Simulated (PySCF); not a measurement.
**Unknown compound**

The spectra below were simulated for a compound C$_{5}$H$_{8}$ClNSi$_{2}$.

1H NMR (500 MHz, computed): δ 8.76 (d, 1H), 7.90 (m, 1H), 7.82 (m, 1H), 7.39 (m, 1H), 5.69 (t, 2H), 4.97 (t, 2H).

13C{1H} NMR (computed): δ 169.8 (C), 154.8 (CH), 140.4 (CH), 136.6 (CH), 128.8 (CH).

- PBE0/pcSseg-1 with gauge-including orbitals
- geometry from GFN2-xTB
- run in PySCF 2.14
- fast rotation and ring inversion assumed for equivalent nuclei, no relativistic terms, a single conformation, no solvent model

Shifts are taken against calculated references (same method and geometry level): 1H (σref 31.72), 13C (σref 186.93) against TMS.

Question: Deduce the structure.

Answer: 
Rings plus π bonds: 4 (1 ring in the answer). 5 carbon signals for 5 carbons: no two carbons are equivalent. Carbon types of the structure: 1 × C, 4 × CH, leaving 4 H on heteroatoms. δC 169.8: substituted aromatic carbon next to a ring nitrogen. δC 154.8: aromatic CH next to a ring nitrogen; the adjacent pyridine-type nitrogen withdraws density from it. δC 140.4, 136.6, 128.8: aromatic CH. δH 8.76: hydrogen on an aromatic CH next to a ring nitrogen; ring current plus the neighbouring ring nitrogen. δH 7.90, 7.82, 7.39: hydrogen on an aromatic CH; ring-current deshielding. δH 5.69: hydrogen on a silicon bonded to Cl, Si. δH 4.97: hydrogen on a silicon bonded to C, Si.

These data were computed for SMILES n1c([SiH2][SiH2]Cl)cccc1.

This is the structure that produced the data.

Shifts are as computed. Against solution values, carbons near 30 ppm lie about +3 ppm off and those near 130 ppm about +5 ppm. Of 1309 compounds with measured shifts, 239 miss one by over three times the rms of a fit or turn the order of signals round; such compounds aren't used in these exercises. Multiplicities follow the n + 1 count of equivalent neighbours, as no J values were calculated; m marks all less simple cases, F and P coupling included.
